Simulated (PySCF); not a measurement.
H6B2O6Si, SMILES OB(O)O[SiH2]OB(O)O at its GFN2-xTB optimised geometry (Å):

```
15

B     -3.4705    -1.3678     2.0990
O     -4.7098    -1.1316     1.5680
O     -3.2800    -1.9634     3.3055
O     -2.3929    -0.9974     1.4030
Si    -2.0455    -0.2846     0.0000
O     -0.4339    -0.2846     0.0000
B      0.5674     0.1150    -0.7878
O      0.2668     0.7212    -1.9777
O      1.8405    -0.1022    -0.3649
H     -5.4653    -1.4082     2.0877
H     -4.0603    -2.2238     3.7934
H     -2.5480    -1.0903    -1.1142
H     -2.5483     1.0903     0.0000
H      1.0041     0.9977    -2.5229
H      2.5483     0.1888    -0.9387
```

Level of theory: CAM-B3LYP/def2-TZVP (PySCF). Cells within 0.4 Å of a nucleus heavier than hydrogen are left out (blank, or x).

Map of the log10 of the electron density (e/bohr³), floored at −4 on the plane z = 1.2 Å:

```
|0000000000000000000000000000000|
|0000000000000000000000000000000|
|0000000000000000000000000000000|
|0000000000000000000000000000000|
|0000000000000000000000000000000|
|0000000000000000000000000000000|
|0000000000000000000000000000000|
|0000000000000000000000000000000|
|0000001111000000000000000000000|
|0000112222110000000000000000000|
|0000123333221000000000000000000|
|0001233443322211111111100000000|
|1111234444333332211222210000000|
|2222334554444443322233221000000|
|4443345555544444332333321000000|
|5554456676655555433333322000000|
|7766567888755555433333321000000|
|89876789x9765555432233321000000|
|9x97678xx9865444322222211000000|
|99977789x9764433221111110000000|
|8887667887654322110000000000000|
|6766556666543211000000000000000|
|5555444554432100000000000000000|
|3443333333211000000000000000000|
|2222222221100000000000000000000|
|0111110000000000000000000000000|
|0000000000000000000000000000000|
|0000000000000000000000000000000|
|0000000000000000000000000000000|
|0000000000000000000000000000000|
|0000000000000000000000000000000|
```
Scale: ten equal steps from -4.00 (start of '0') to -0.180 (end of '9'), in the order '0123456789'; x runs from -5.00 to 5.00, y from -5.00 (bottom) to 5.00 (top).
